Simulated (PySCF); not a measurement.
How methods differ on the excitation energy of Ag

Ag [Kr] 4d10 5s1 (2S) → Ag [Kr] 4d10 5p1 (2P), as a difference of total energies. Calculation: PySCF 2.14, in aug-cc-pVTZ-PP with ECP28MDF (6s6p5d3f2g, 88 functions); scalar relativity through the core potential. Correlated levels: valence: 4s2 4p6 frozen. The calculations carry no spin-orbit coupling.

```tsv
method	excitation energy (eV)
UHF	3.068
LDA	4.037
PBE	3.825
PBE0	3.681
r2SCAN	3.795
PW91	3.860
r2SCANh	3.755
BLYP	3.883
LC-wPBE	3.644
MP2 (valence)	3.767
SCS-MP2 (valence)	3.678
```

**Question.** How much does correlation contribute at MP2 (valence)?

**Answer.** 3.767 − (3.068) = 0.699 eV, measured against UHF.

Errors of the correlated levels include the incompleteness of this basis and the frozen core.

For comparison: 3.740 eV (measured; NIST levels, between the centres of gravity of the two terms).
